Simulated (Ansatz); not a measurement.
Consider the ligand exchange at a Ga–C bond: `C[NH][GaH][CH2]F` + H₂S → `C[NH][GaH][SH]` + `CF`.

Gas-phase electronic energies from Ansatz, PBE0-D4/def2-TZVP geometries. CCSD(T)/CBS is the MP2 limit (def2-TZVPP, def2-QZVPP) plus CCSD(T) − MP2 in def2-TZVPP, frozen cores. This one scheme is used for every species. For Ga outer-core shells are correlated without core-valence functions, which leaves a few kJ/mol of doubt a bond. Scalar relativity is left out up to krypton. Each species was taken in one conformer, which may not be the lowest.

`C[NH][GaH][CH2]F`:

Cartesian coordinates in Å:
```
C 1.303 -1.166 0.617
N 1.311 0.069 -0.137
Ga -0.079 1.102 -0.665
C -1.942 0.572 -0.208
F -2.009 -0.614 0.522
H 0.279 -1.446 0.863
H 1.745 -1.996 0.051
H 1.857 -1.076 1.559
H 2.240 0.369 -0.388
H 0.267 2.393 -1.478
H -2.540 0.438 -1.117
H -2.433 1.354 0.381
```

H₂S:

```xyz
3

S    -0.140   -0.158   -0.582
H     0.898    0.474   -0.015
H    -0.758   -0.316    0.598
```

`C[NH][GaH][SH]`:

```xyz
10

C     1.256   -0.321    1.013
N     0.408    0.211   -0.028
Ga   -1.305   -0.267   -0.375
S    -2.343    0.735   -2.043
H     1.576    0.449    1.725
H     2.157   -0.801    0.612
H     0.714   -1.080    1.583
H     0.856    0.916   -0.590
H    -2.024   -1.351    0.475
H    -1.296    1.509   -2.373
```

`CF`:

Z-matrix (Å, degrees):
```
C
F 1 1.376
H 1 1.092 2 109.1
H 1 1.092 2 109.1 3 -120.0
H 1 1.092 2 109.1 3 120.0
```

```tsv
species	CCSD(T)/CBS(def2) energy (Eh)
`C[NH][GaH][CH2]F`	-2158.74211
H₂S	-398.97279
`C[NH][GaH][SH]`	-2418.12579
`CF`	-139.63461
```

Work out ΔE.

ΔE = (-2418.12579) + (-139.63461) − (-2158.74211) − (-398.97279) = -0.04550 Eh = -119.5 kJ/mol.

Largest T1 diagnostic among the species: 0.014.

From PBE to PBE0 (25 % exact exchange), in def2-TZVPP and without D4, ΔE moves by −6.6 kJ/mol. In def2-TZVPP, CCSD(T) changes the Hartree–Fock value by +17.4 kJ/mol (the triples alone add +0.7 kJ/mol) and MP2 by +12.1 kJ/mol.
